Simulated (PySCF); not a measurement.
C₄H₆FN₂Si (doublet state).
Cartesian coordinates in Å at the GFN2-xTB level; atoms count from 1:
```
atom  x, y, z in Å
N1     0.032    2.623    1.262
C2    -0.355    1.854    0.502
C3    -0.675    0.830   -0.430
F4    -1.455    1.324   -1.466
C5    -1.281   -0.446    0.180
C6    -0.316   -1.549   -0.280
Si7    0.894   -0.234   -1.019
N8     2.162    0.153    0.080
H9    -2.294   -0.585   -0.199
H10   -1.318   -0.368    1.266
H11    0.085   -2.139    0.542
H12   -0.773   -2.231   -0.991
H13    2.237    1.073    0.487
H14    3.056   -0.307    0.043
```

The hyperfine couplings belong to this conformer and change with its torsions.

The species is `C1[Si](N)[C@@](C1)(C#N)F` [radical].

Level of theory: PySCF, UKS B3LYP, pcH-1 on C F H N Si, non-relativistic, mean-field spin-orbit, GIAO. Isolated species at its GFN2-xTB geometry (one conformer only). The geometry wasn't refined by DFT: couplings that depend on bond lengths, twists or pyramidal angles can differ widely from those at the functional's own minimum, by a factor of two or more for some ions and for spin on atoms past the first row. The SCF solution wasn't tested for stability.

Question: The isotropic 14N couplings are +8.3, +0.6 MHz. Assign them to N1; N8.

Answer: 
| site | a_iso (MHz) | ρ(0) (bohr⁻³) | position | distance from Si7 (Å) | spin population | largest \|T\| (MHz) |
| --- | --- | --- | --- | --- | --- | --- |
| N1 | +0.6 | +0.0017 | 3 bonds from Si7 | 3.76 | +0.02 | 2.0 |
| N8 | +8.3 | +0.0258 | 1 bond from Si7 | 1.72 | +0.15 | 17.4 |

ρ(0) is the spin density at the nucleus and T the dipolar tensor; a_iso includes a spin–orbit part. The largest Mulliken spin populations are on Si7 (+0.67), N8 (+0.15) and C6 (+0.13). The angles at Si7 add up to 293.4°, so it is pyramidal.

The spin density at the nucleus, in bohr⁻³, is negative for C2 (-0.0026), H12 (-0.0020) and H14 (-0.0016), for instance. A restricted open-shell determinant has no negative spin density anywhere; here it arises because α and β orbitals differ (spin polarisation).

H13 and H14 aren't averaged: N8 is flat or nearly so (angle sum 354°), and its turn about the short N8–Si7 bond (1.72 Å) is taken as slow.
